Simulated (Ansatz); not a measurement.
Steps of a relaxation of C2H7FSSn, SMILES `C[S][SnH]([CH3])[F]` with RKS PBE0-D4/def2-TZVP.

```sh
$ ansatz run in.yaml --threads 2 --pin off --events-out ev --progress --plain --max-ram 32768MiB --backend cuda --devices 0, --max-vram 18GiB
```

```yaml
crystal:
  periodic: [false, false, false]
  atoms:
    - {symbol: C, position_ang: [-2.005550, 0.720998, 0.024358]}
    - {symbol: S, position_ang: [-1.251985, 0.343683, -1.614790]}
    - {symbol: Sn, position_ang: [1.054600, 0.173107, -0.878976]}
    - {symbol: C, position_ang: [1.292731, -1.236851, 0.739133]}
    - {symbol: F, position_ang: [1.464666, 1.914867, -0.045963]}
    - {symbol: H, position_ang: [-3.075032, 0.932753, -0.165693]}
    - {symbol: H, position_ang: [-1.934003, -0.138582, 0.719753]}
    - {symbol: H, position_ang: [-1.540960, 1.616624, 0.479562]}
    - {symbol: H, position_ang: [2.089427, 0.034863, -2.260555]}
    - {symbol: H, position_ang: [0.977733, -2.239007, 0.392005]}
    - {symbol: H, position_ang: [0.654552, -0.916397, 1.583602]}
    - {symbol: H, position_ang: [2.350719, -1.261160, 1.061465]}
basis:
  gaussian: {orbitals: def2-TZVP}
hamiltonian: {xc: pbe0, dispersion: d4}
relax: {f_tol: 0.005, max_steps: 150}
```

Positions (Å) and forces (eV/Å) along the path, 10 of 16 steps:

```xyz
12
step=1 energy=-21567.1960 eV
C    -2.006    0.721    0.024   -0.124    0.054    0.166
S    -1.252    0.344   -1.615    0.394    0.078    0.633
Sn    1.055    0.173   -0.879   -0.128    0.371    0.155
C     1.293   -1.237    0.739    0.004   -0.010    0.063
F     1.465    1.915   -0.046   -0.174   -0.750   -0.343
H    -3.075    0.933   -0.166    0.537   -0.110    0.081
H    -1.934   -0.139    0.720   -0.025    0.434   -0.406
H    -1.541    1.617    0.480   -0.237   -0.463   -0.266
H     2.089    0.035   -2.261   -0.206    0.047    0.322
H     0.978   -2.239    0.392    0.164    0.489    0.175
H     0.655   -0.916    1.584    0.327   -0.159   -0.413
H     2.351   -1.261    1.061   -0.532    0.018   -0.166
12
step=2 energy=-21567.2668 eV
C    -2.000    0.727    0.034    0.053   -0.020   -0.015
S    -1.205    0.352   -1.573   -0.407    0.072    0.021
Sn    1.039    0.142   -0.882    0.064    0.181    0.285
C     1.287   -1.220    0.717    0.035   -0.152    0.123
F     1.441    1.846   -0.053    0.016   -0.019    0.003
H    -3.055    0.924   -0.184    0.175   -0.040    0.010
H    -1.936   -0.124    0.719   -0.010    0.134   -0.105
H    -1.559    1.618    0.490   -0.057   -0.143   -0.078
H     2.079    0.031   -2.203    0.125   -0.041   -0.225
H     0.988   -2.220    0.387    0.062    0.111    0.101
H     0.661   -0.904    1.555    0.094   -0.055   -0.104
H     2.336   -1.227    1.027   -0.149   -0.028   -0.015
12
step=4 energy=-21567.2792 eV
C    -2.002    0.727    0.023    0.046   -0.020   -0.070
S    -1.226    0.364   -1.587   -0.025    0.022    0.064
Sn    1.033    0.155   -0.872   -0.009    0.006   -0.001
C     1.292   -1.223    0.725    0.005   -0.010   -0.002
F     1.446    1.850   -0.034    0.005   -0.014   -0.008
H    -3.052    0.931   -0.182   -0.003   -0.001   -0.004
H    -1.937   -0.126    0.699   -0.003   -0.001    0.004
H    -1.554    1.607    0.481   -0.006    0.002    0.003
H     2.064    0.027   -2.224   -0.019    0.002    0.021
H     0.992   -2.222    0.408    0.002    0.000   -0.006
H     0.681   -0.912    1.572   -0.003    0.017   -0.008
H     2.340   -1.233    1.023    0.010   -0.002    0.007
12
step=5 energy=-21567.2795 eV
C    -2.003    0.727    0.023    0.029   -0.013   -0.039
S    -1.225    0.367   -1.585   -0.014    0.013    0.024
Sn    1.033    0.155   -0.871   -0.001   -0.001    0.000
C     1.294   -1.224    0.725   -0.001   -0.007    0.003
F     1.449    1.849   -0.034    0.006    0.000   -0.001
H    -3.053    0.929   -0.183   -0.005   -0.001   -0.001
H    -1.937   -0.125    0.699   -0.005    0.000    0.007
H    -1.558    1.609    0.481   -0.005    0.002    0.006
H     2.062    0.026   -2.223   -0.006    0.001    0.000
H     0.992   -2.222    0.408    0.001    0.000   -0.001
H     0.682   -0.909    1.569   -0.001    0.003    0.002
H     2.341   -1.235    1.025    0.001    0.004    0.000
12
step=7 energy=-21567.2797 eV
C    -2.009    0.727    0.021   -0.001   -0.004    0.000
S    -1.222    0.375   -1.582    0.002    0.009   -0.003
Sn    1.036    0.155   -0.868    0.001   -0.004    0.003
C     1.297   -1.224    0.727   -0.002   -0.002    0.000
F     1.472    1.845   -0.034   -0.002    0.004   -0.001
H    -3.059    0.923   -0.191   -0.004    0.000    0.001
H    -1.944   -0.126    0.696    0.003   -0.001    0.001
H    -1.573    1.610    0.486    0.001    0.000    0.002
H     2.052    0.024   -2.228    0.004   -0.004   -0.005
H     0.993   -2.221    0.410    0.000   -0.001    0.003
H     0.688   -0.907    1.572    0.001   -0.001    0.000
H     2.345   -1.237    1.024   -0.002    0.003   -0.001
12
step=8 energy=-21567.2799 eV
C    -2.008    0.725    0.022   -0.006    0.002   -0.006
S    -1.219    0.392   -1.583    0.002    0.006    0.002
Sn    1.038    0.157   -0.869    0.001    0.004   -0.003
C     1.292   -1.222    0.727    0.006   -0.004    0.003
F     1.486    1.845   -0.037    0.001   -0.001   -0.002
H    -3.063    0.905   -0.187    0.004   -0.006    0.002
H    -1.927   -0.128    0.694   -0.003   -0.001    0.003
H    -1.587    1.615    0.489    0.005   -0.003    0.000
H     2.053    0.016   -2.229   -0.001   -0.002    0.001
H     0.987   -2.219    0.411   -0.001    0.000    0.001
H     0.684   -0.904    1.573   -0.002    0.002    0.000
H     2.341   -1.237    1.024   -0.006    0.003   -0.002
12
step=10 energy=-21567.2802 eV
C    -2.007    0.715    0.026   -0.008    0.010    0.012
S    -1.209    0.430   -1.584   -0.003   -0.001   -0.003
Sn    1.045    0.163   -0.875   -0.001    0.011    0.007
C     1.280   -1.212    0.728    0.011   -0.002    0.001
F     1.528    1.846   -0.052    0.001   -0.007   -0.004
H    -3.065    0.878   -0.181    0.019   -0.006    0.000
H    -1.912   -0.151    0.682   -0.002    0.008   -0.007
H    -1.604    1.603    0.512   -0.001   -0.016   -0.006
H     2.054   -0.002   -2.237   -0.005    0.001    0.004
H     0.969   -2.209    0.416   -0.002    0.001    0.000
H     0.672   -0.886    1.571   -0.003    0.002   -0.002
H     2.327   -1.232    1.029   -0.007    0.000   -0.001
12
step=14 energy=-21567.2803 eV
C    -2.003    0.697    0.030    0.009   -0.006    0.004
S    -1.203    0.454   -1.587   -0.001    0.003    0.007
Sn    1.050    0.172   -0.881    0.004   -0.006    0.004
C     1.267   -1.196    0.730   -0.006    0.000    0.000
F     1.563    1.852   -0.070   -0.003    0.000   -0.004
H    -3.058    0.878   -0.175   -0.004    0.003   -0.001
H    -1.919   -0.190    0.658    0.002    0.006   -0.006
H    -1.591    1.564    0.546   -0.004   -0.003   -0.003
H     2.053   -0.013   -2.245   -0.002    0.003    0.000
H     0.941   -2.190    0.425    0.001    0.001    0.001
H     0.663   -0.854    1.570    0.002   -0.001   -0.001
H     2.314   -1.229    1.032    0.002    0.000    0.000
12
step=15 energy=-21567.2803 eV
C    -2.003    0.699    0.029    0.003   -0.002    0.000
S    -1.203    0.451   -1.586   -0.004    0.002    0.002
Sn    1.050    0.171   -0.879   -0.006    0.000   -0.003
C     1.269   -1.199    0.730    0.004    0.003    0.002
F     1.556    1.853   -0.069    0.001   -0.005    0.000
H    -3.058    0.878   -0.176    0.000    0.000    0.000
H    -1.917   -0.185    0.661    0.000    0.002   -0.002
H    -1.594    1.569    0.541   -0.001   -0.001   -0.001
H     2.052   -0.010   -2.244    0.002    0.001    0.002
H     0.942   -2.193    0.425    0.000    0.002   -0.002
H     0.666   -0.858    1.571    0.001    0.001    0.000
H     2.316   -1.232    1.030    0.000   -0.002    0.002
12
step=16 energy=-21567.2803 eV
C    -2.003    0.700    0.029    0.002   -0.002    0.000
S    -1.204    0.451   -1.586   -0.001    0.000    0.003
Sn    1.049    0.170   -0.879    0.000    0.001   -0.001
C     1.270   -1.199    0.730    0.000    0.000    0.000
F     1.555    1.851   -0.067   -0.001   -0.001    0.000
H    -3.059    0.879   -0.176   -0.001    0.001    0.000
H    -1.918   -0.184    0.661    0.000    0.001   -0.001
H    -1.594    1.570    0.540   -0.001    0.000   -0.001
H     2.052   -0.010   -2.244    0.000    0.000    0.001
H     0.943   -2.193    0.425    0.000    0.000    0.000
H     0.667   -0.858    1.571    0.000    0.000    0.000
H     2.317   -1.232    1.030    0.000   -0.001    0.000
```

It took 25 s on 2 threads of an AMD EPYC 7R13 on a shared host and a share of an NVIDIA H100 80 GB, with 0.89 GiB of host memory at the peak.
